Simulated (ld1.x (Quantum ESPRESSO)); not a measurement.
**Pd: one change to an RRKJ potential, before and after**

- Element: Pd (Z = 46)
- Generator: ld1.x (Quantum ESPRESSO) 7.5
- Type: norm-conserving RRKJ (Kleinman–Bylander form)
- Functional: LDA (PZ)
- Relativity: scalar-relativistic
- Frozen core: [Kr]
- Valence charge: 10
- Reference configuration: 4d9 5s1 5p0
- Partial waves: 5p (bound, empty): rc 3.45 bohr; 4d (bound): rc 1.60 bohr; 5s (bound): rc 2.40 bohr
- Local potential: the s channel
- Core correction: none

All-electron outer shells of the reference configuration (LDA (PZ), scalar-relativistic, ld1.x):

```
shell  level (eV)  outermost node (bohr)  outermost maximum (bohr)
   4s      -88.76                   0.45                      0.85
   4p      -54.58                   0.46                      0.91
   4d       -6.90                   0.45                      1.09
   5s       -4.66                   1.15                      2.54
   5p       -0.91                   1.30                      3.70
```

Change: wave 4d (bound): rc 1.60 bohr becomes 4d (bound): rc 2.12 bohr.

Cutoffs: the cutoffs (Ry, on a coarse ladder) from which the occupation-weighted sum of valence levels, in a spherical-Bessel basis at the reference potential, stays within 10 and 1 mRy of its value at 400 Ry; they do not see the model core or the augmentation charge, which bear on the density cutoff. Errors are all-electron minus pseudo energies relative to the spin-unpolarised reference configuration.

Q: What does the change do?

A: The potential gets softer (55 Ry and 70 Ry → 40 Ry and 50 Ry); of the 9 tests that both files solve, the error grows in 0 and shrinks in 6 by more than 15 % and 0.3 meV (median size 83.1 → 70.6 meV); neither file shows a bound ghost. A larger radius leaves more room for a smooth pseudo-wave, so fewer plane waves are needed. That the errors move this way runs against the usual rule that smaller radii transfer better.

```tsv
quantity	base	changed
cutoff, loose	55 Ry	40 Ry
cutoff, tight	70 Ry	50 Ry
loose cutoff by channel (10 mRy a level)	d 45 Ry, s 6 Ry	d 35 Ry, s 6 Ry
bound ghosts	none	none
error for 4d10 5s0 5p0, meV [ΔE -1.44 eV]	-83	-65
error for 4d9 5s0 5p0, meV [ΔE 7.95 eV]	-4.6	-0.4
error for 4d8 5s0 5p0, meV [ΔE 29.03 eV]	-76	-74
error for 4d9.5 5s0 5p0, meV [ΔE 1.93 eV]	-37	-25
error for 4d7 5s0 5p0, meV [ΔE 63.63 eV]	-465	-369
error for 4d9 5s0 5p1, meV [ΔE 3.88 eV]	-1.4	-0.3
error for 4d8 5s1 5p0, meV [ΔE 12.36 eV]	-91	-71
error for 4d9 5s1 5p0 (spin-polarised), meV [ΔE -0.38 eV]	+109	+106
error for 4d9 5s0 5p0 (spin-polarised), meV [ΔE 7.81 eV]	+93	+93
s: phases at 3.77 bohr within 0.05 rad from the reference energy up to (Ry; the scan ends near 5)	1.2	1.2
p: phases at 3.77 bohr within 0.05 rad from the reference energy up to (Ry; the scan ends near 5)	1.9	1.9
d: phases at 3.77 bohr within 0.05 rad from the reference energy up to (Ry; the scan ends near 5)	0.5	0.5
```
